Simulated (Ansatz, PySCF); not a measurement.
Molecule: dichloroborane, sum formula BHCl₂, net charge 0, singlet state. 
Geometry from a B3LYP-D3(BJ)/def2-TZVP (Ansatz, a quantum-chemistry and plane-wave program) optimisation:
```xyz
4

B     -0.0163     0.7006    -0.0221
Cl     1.5184    -0.1227     0.0154
Cl    -1.5111    -0.1940    -0.0054
H     -0.0438     1.8813    -0.0594
```

PBE beside other levels, property by property. Valence correlation only, unless marked. Open shells are spin-unrestricted. Spin-orbit coupling is left out. No relativistic terms. Basis-set limits of correlation are two-point, X^-3; Hartree-Fock from the larger set. [CCSD(T)-MP2]/basis is that difference in the basis named. Rows marked 298 K are enthalpies with B3LYP-D3(BJ) harmonic zero-point and thermal terms. Atomisation energies are electronic, to ground-state atoms; the column to compare with has the core term from cc-pwCVTZ added, other frozen-core levels have none. Vertical energies are electronic, to the SCF solution reached for that spin. Frequencies are from Ansatz or PySCF. The coupled-cluster column (Ansatz) is a level with limits of its own: (a) RI-MP2/CBS(aug-cc-pV(T+d)Z,aug-cc-pV(Q+d)Z)+[CCSD(T)-MP2]/aug-cc-pV(T+d)Z; (b) CCSD(T)/CBS(aug-cc-pV(T+d)Z,aug-cc-pV(Q+d)Z); (c) CCSD(T)/CBS(cc-pV(T+d)Z,cc-pV(Q+d)Z).

```json
[
 {"property": "vertical ionisation energy to the doublet (eV)", "PBE/def2-TZVPD (Ansatz)": "11.23", "SVWN5/def2-TZVPD (Ansatz)": "11.36", "r2SCAN-D4/def2-TZVPD (Ansatz + dftd4)": "11.44", "B3LYP-D3(BJ)/def2-TZVPD (Ansatz + dftd3)": "11.61", "coupled cluster": "12.15 (a)"},
 {"property": "atomisation energy (kcal/mol)", "PBE/def2-TZVPD (Ansatz)": "321.0", "SVWN5/def2-TZVPD (Ansatz)": "360.2", "r2SCAN-D4/def2-TZVPD (Ansatz + dftd4)": "319.9", "B3LYP-D3(BJ)/def2-TZVPD (Ansatz + dftd3)": "312.0", "coupled cluster": "314.8 (b)"},
 {"property": "B-H bond dissociation enthalpy, 298 K, to Cl[B]Cl + H atom (kcal/mol)", "PBE/def2-TZVPD (Ansatz)": "98.7", "SVWN5/def2-TZVPD (Ansatz)": "108.9", "r2SCAN-D4/def2-TZVPD (Ansatz + dftd4)": "98.7", "B3LYP-D3(BJ)/def2-TZVPD (Ansatz + dftd3)": "103.2", "coupled cluster": "104.9 (c)"},
 {"property": "B-Cl bond dissociation enthalpy, 298 K, to [BH]Cl + Cl atom (kcal/mol)", "PBE/def2-TZVPD (Ansatz)": "122.2", "SVWN5/def2-TZVPD (Ansatz)": "138.9", "r2SCAN-D4/def2-TZVPD (Ansatz + dftd4)": "119.9", "B3LYP-D3(BJ)/def2-TZVPD (Ansatz + dftd3)": "118.6", "coupled cluster": "122.9 (b)"}
]
```

As the rows show:
- vertical ionisation energy to the doublet: PBE lies 0.92 eV below coupled cluster.
- atomisation energy: PBE lies 6.2 kcal/mol above coupled cluster.
- B-H bond dissociation enthalpy, 298 K, to Cl[B]Cl + H atom: PBE lies 6.2 kcal/mol below coupled cluster.
- B-Cl bond dissociation enthalpy, 298 K, to [BH]Cl + Cl atom: PBE lies 0.7 kcal/mol below coupled cluster.
